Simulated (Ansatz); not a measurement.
Li11F11 (started as a model of: (LiF)11 cage of four- and six-membered rings). The state is a singlet with charge 0. Geometry r2SCAN-D4/def2-SVP.

| atom | x (Å) | y (Å) | z (Å) |
| --- | --- | --- | --- |
| Li1 | -2.0306 | 0.9326 | -2.2351 |
| F2 | -2.4120 | 1.0527 | -0.5042 |
| Li3 | -2.4117 | -0.7647 | -0.5640 |
| F4 | -2.2067 | -0.8701 | -2.3352 |
| Li5 | -0.4886 | -0.8420 | -2.8346 |
| F6 | -0.3543 | 0.9819 | -2.8489 |
| Li7 | 0.8182 | 1.6090 | -1.6945 |
| F8 | 0.3182 | 2.2618 | -0.0860 |
| Li9 | -1.2443 | 1.7663 | 0.6361 |
| F10 | -1.1250 | 0.9756 | 2.2277 |
| Li11 | -1.1182 | -0.8422 | 2.1816 |
| F12 | -1.3494 | -1.6209 | 0.5900 |
| Li13 | 0.1890 | -2.1752 | -0.1504 |
| F14 | 0.6708 | -1.6877 | -1.8233 |
| Li15 | 2.1234 | -0.9708 | -1.0277 |
| F16 | 2.2938 | 0.7836 | -1.0585 |
| Li17 | 1.8619 | 1.5466 | 0.5209 |
| F18 | 1.7956 | -1.7552 | 0.5642 |
| Li19 | 0.4492 | 0.7841 | 3.0285 |
| F20 | 0.3750 | -1.0247 | 3.1446 |
| Li21 | 1.8548 | -0.9823 | 2.1395 |
| F22 | 1.9910 | 0.8414 | 2.1293 |

Task: Estimate the orbital energies around the gap (eV) in Ansatz with HF/STO-3G, HF/6-31G, BLYP-D4/def2-TZVP, r2SCAN-D4/def2-TZVP, PBE0-D4/def2-SVP.

Result: 
```json
{"orbital": "HOMO−13", "HF/STO-3G": "-12.52", "HF/6-31G": "-15.47", "BLYP-D4/def2-TZVP": "-8.08", "r2SCAN-D4/def2-TZVP": "-8.56", "PBE0-D4/def2-SVP": "-9.97"}
{"orbital": "HOMO−12", "HF/STO-3G": "-12.49", "HF/6-31G": "-15.44", "BLYP-D4/def2-TZVP": "-8.08", "r2SCAN-D4/def2-TZVP": "-8.56", "PBE0-D4/def2-SVP": "-9.94"}
{"orbital": "HOMO−11", "HF/STO-3G": "-12.48", "HF/6-31G": "-15.39", "BLYP-D4/def2-TZVP": "-8.03", "r2SCAN-D4/def2-TZVP": "-8.50", "PBE0-D4/def2-SVP": "-9.91"}
{"orbital": "HOMO−10", "HF/STO-3G": "-12.33", "HF/6-31G": "-15.38", "BLYP-D4/def2-TZVP": "-8.00", "r2SCAN-D4/def2-TZVP": "-8.49", "PBE0-D4/def2-SVP": "-9.88"}
{"orbital": "HOMO−9", "HF/STO-3G": "-12.28", "HF/6-31G": "-15.30", "BLYP-D4/def2-TZVP": "-7.96", "r2SCAN-D4/def2-TZVP": "-8.44", "PBE0-D4/def2-SVP": "-9.83"}
{"orbital": "HOMO−8", "HF/STO-3G": "-12.20", "HF/6-31G": "-15.29", "BLYP-D4/def2-TZVP": "-7.95", "r2SCAN-D4/def2-TZVP": "-8.43", "PBE0-D4/def2-SVP": "-9.83"}
{"orbital": "HOMO−7", "HF/STO-3G": "-12.19", "HF/6-31G": "-15.24", "BLYP-D4/def2-TZVP": "-7.89", "r2SCAN-D4/def2-TZVP": "-8.37", "PBE0-D4/def2-SVP": "-9.76"}
{"orbital": "HOMO−6", "HF/STO-3G": "-12.07", "HF/6-31G": "-15.18", "BLYP-D4/def2-TZVP": "-7.84", "r2SCAN-D4/def2-TZVP": "-8.32", "PBE0-D4/def2-SVP": "-9.72"}
{"orbital": "HOMO−5", "HF/STO-3G": "-12.02", "HF/6-31G": "-15.14", "BLYP-D4/def2-TZVP": "-7.81", "r2SCAN-D4/def2-TZVP": "-8.29", "PBE0-D4/def2-SVP": "-9.67"}
{"orbital": "HOMO−4", "HF/STO-3G": "-11.99", "HF/6-31G": "-15.13", "BLYP-D4/def2-TZVP": "-7.79", "r2SCAN-D4/def2-TZVP": "-8.27", "PBE0-D4/def2-SVP": "-9.67"}
{"orbital": "HOMO−3", "HF/STO-3G": "-11.93", "HF/6-31G": "-15.09", "BLYP-D4/def2-TZVP": "-7.77", "r2SCAN-D4/def2-TZVP": "-8.25", "PBE0-D4/def2-SVP": "-9.63"}
{"orbital": "HOMO−2", "HF/STO-3G": "-11.90", "HF/6-31G": "-15.03", "BLYP-D4/def2-TZVP": "-7.66", "r2SCAN-D4/def2-TZVP": "-8.14", "PBE0-D4/def2-SVP": "-9.52"}
{"orbital": "HOMO−1", "HF/STO-3G": "-11.85", "HF/6-31G": "-14.90", "BLYP-D4/def2-TZVP": "-7.56", "r2SCAN-D4/def2-TZVP": "-8.04", "PBE0-D4/def2-SVP": "-9.42"}
{"orbital": "HOMO", "HF/STO-3G": "-11.80", "HF/6-31G": "-14.89", "BLYP-D4/def2-TZVP": "-7.56", "r2SCAN-D4/def2-TZVP": "-8.03", "PBE0-D4/def2-SVP": "-9.41"}
{"orbital": "LUMO", "HF/STO-3G": "3.98", "HF/6-31G": "1.29", "BLYP-D4/def2-TZVP": "-0.80", "r2SCAN-D4/def2-TZVP": "-0.22", "PBE0-D4/def2-SVP": "-0.22"}
{"orbital": "LUMO+1", "HF/STO-3G": "4.47", "HF/6-31G": "1.43", "BLYP-D4/def2-TZVP": "-0.39", "r2SCAN-D4/def2-TZVP": "0.24", "PBE0-D4/def2-SVP": "0.10"}
{"orbital": "LUMO+2", "HF/STO-3G": "4.80", "HF/6-31G": "1.51", "BLYP-D4/def2-TZVP": "-0.28", "r2SCAN-D4/def2-TZVP": "0.32", "PBE0-D4/def2-SVP": "0.17"}
{"orbital": "LUMO+3", "HF/STO-3G": "4.94", "HF/6-31G": "1.52", "BLYP-D4/def2-TZVP": "-0.23", "r2SCAN-D4/def2-TZVP": "0.36", "PBE0-D4/def2-SVP": "0.19"}
{"orbital": "LUMO+4", "HF/STO-3G": "5.51", "HF/6-31G": "1.85", "BLYP-D4/def2-TZVP": "0.25", "r2SCAN-D4/def2-TZVP": "0.85", "PBE0-D4/def2-SVP": "0.60"}
{"orbital": "LUMO+5", "HF/STO-3G": "5.59", "HF/6-31G": "1.91", "BLYP-D4/def2-TZVP": "0.28", "r2SCAN-D4/def2-TZVP": "0.85", "PBE0-D4/def2-SVP": "0.60"}
```
